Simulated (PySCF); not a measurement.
SMILES BCC[SiH3] (C2H9BSi), singlet at its GFN2-xTB optimised geometry (Å):

```
13

B      1.6475    -0.2498     1.3067
C      0.9370    -0.7386     0.0000
C     -0.5957    -0.7386     0.0000
Si    -1.3273     1.0139     0.0000
H      2.7893     0.0047     1.2785
H      1.0706    -0.1969     2.3225
H      1.2895    -1.7705    -0.1459
H      1.2966    -0.2015    -0.8825
H     -0.9538    -1.2892     0.8718
H     -0.9616    -1.2809    -0.8766
H     -2.7893     0.9235     0.0481
H     -0.9269     1.7071    -1.2292
H     -0.8385     1.7705     1.1542
```

Calculation: CAM-B3LYP/def2-TZVP in PySCF 2.14.0. Cells within 0.4 Å of a nucleus heavier than hydrogen are left out (blank, or x).

Map of the electron localisation function on the plane z = 1.5 Å:

```
|00000000000000000000000000000|
|00000000000000000000000000000|
|00000000000000000000000000000|
|00000000000000000000000000000|
|00000000000000000000000000000|
|00000000015786200000000000000|
|00000000059999940000000000000|
|00000000289999970000000000000|
|00000000289999980000000000000|
|00000000289999950000001000000|
|00001210179999810000147740000|
|00003421138998200000489995000|
|00003531013541001212799999200|
|00002320000000015522999999600|
|000000000000000266xx899999700|
|000000000012100266xx599999600|
|00000000026761014510399999300|
|00000000179994001310158995000|
|00000000499996000110002330000|
|00000000499996000000000000000|
|00000000169984000000000000000|
|00000000014640000000000000000|
|00000000000000000000000000000|
|00000000000000000000000000000|
|00000000000000000000000000000|
|00000000000000000000000000000|
|00000000000000000000000000000|
|00000000000000000000000000000|
|00000000000000000000000000000|
```
Scale: ten equal steps from 0.000 (start of '0') to 1.000 (end of '9'), in the order '0123456789'; x runs from -5.00 to 5.00, y from -5.00 (bottom) to 5.00 (top).
